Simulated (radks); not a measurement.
Problem. These are the eigenvalues of the occupied orbitals of an atom or ion with whole-number occupations (Ry). Calculated with a radial shooting solver on a logarithmic mesh with Libxc functionals: scalar-relativistic Kohn-Sham, r2SCAN, spin-polarised, spherical densities, finite nucleus; meta-GGA in the generalised Kohn-Sham scheme; Fermi nuclear charge, rms radius of each element as measured or else 0.836 A^(1/3) + 0.57 fm.

| orbital | eigenvalue |
|---|---|
| 1s up | -4222.887 |
| 1s down | -4222.871 |
| 2s up | -711.6898 |
| 2s down | -711.6870 |
| 2p up | -629.3354 |
| 2p down | -629.3254 |
| 3s up | -160.4930 |
| 3s down | -160.4928 |
| 3p up | -135.3121 |
| 3p down | -135.3092 |
| 3d up | -103.7777 |
| 3d down | -103.7726 |
| 4s up | -32.47113 |
| 4s down | -32.46134 |
| 4p up | -24.17344 |
| 4p down | -24.16417 |
| 4d up | -13.01345 |
| 4d down | -12.99878 |
| 5s up | -4.97553 |
| 5s down | -4.75189 |
| 5p up | -3.09759 |
| 5p down | -2.88442 |
| 4f up | -0.99197 |
| 4f down | -0.93694 |

Which element is it, and in what charge state? The configuration may be excited. Open shells, if any, are filled with parallel spins first.

Solution. Z = 68, erbium, charge +2: Er2+ in [Kr] 4d10 4f14 5s2 5p4. The list shows which subshells hold electrons but not how many an open one holds; the 1s level, -2111.4 hartree, gives Z - s = 65.0 by -(Z - s)^2/2, which with screening and relativity narrows Z to a few neighbours, and the depths of the outer levels then fix element, charge and occupations together.
